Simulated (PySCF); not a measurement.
# Distorted geometries of Pt(H2S)2

Pt(H2S)2 (singlet). PySCF 2.14.0, RKS r2SCAN, Pt def2-SVP with ECP60, S def2-SVP, H def2-SVP; non-relativistic Hamiltonian with scalar-relativistic core potentials where named; density fitting; no spin-orbit coupling. Relaxed geometry:

```xyz
7

Pt    0.1364    0.0000    0.0000
S     0.2684    0.0269    2.2348
H     0.3785    1.3390    2.5971
H    -1.0131   -0.0268    2.7052
S     0.2684   -0.0269   -2.2348
H     0.3785   -1.3390   -2.5971
H    -1.0131    0.0268   -2.7052
```

Task: Order these distorted geometries by energy above the relaxed one, lowest first.
A.
```xyz
7

Pt    0.1670   -0.0684   -0.0823
S     0.2667    0.0714    2.1822
H     0.2868    1.4158    2.7463
H    -0.9465   -0.0284    2.6550
S     0.2236   -0.1741   -2.1331
H     0.3103   -1.2767   -2.7121
H    -0.9038    0.0604   -2.6561
```
B.
```xyz
7

Pt    0.0897    0.0678    0.0270
S     0.1975    0.0271    2.1961
H     0.4765    1.3340    2.6137
H    -1.0264   -0.1149    2.6970
S     0.3061   -0.0174   -2.2279
H     0.3419   -1.3087   -2.6309
H    -0.9812    0.0122   -2.6750
```
C.
```xyz
7

Pt    0.1345   -0.0044    0.0353
S     0.2986    0.0439    2.2265
H     0.3902    1.3431    2.5958
H    -1.0166   -0.0316    2.6817
S     0.2427   -0.0344   -2.2372
H     0.3399   -1.3125   -2.5852
H    -0.9852   -0.0040   -2.7169
```

Result: C (0.07 eV), B (0.15 eV), A (0.86 eV).

Task: Which forces (eV/Å) act in the one that lies 0.07 eV up?

Result: 
```
Pt   0.03  0.08 -0.63
S   -0.58 -0.44  0.44
H   -0.01  0.33  0.07
H    0.55  0.06 -0.09
S    1.03  0.73  0.80
H    0.19 -0.92 -0.21
H   -1.21  0.16 -0.38
```
Forces carry noise of the integration grid, about 0.01 to 0.03 eV/Å.

No frequency check is given that shows the relaxed geometry to be a minimum.
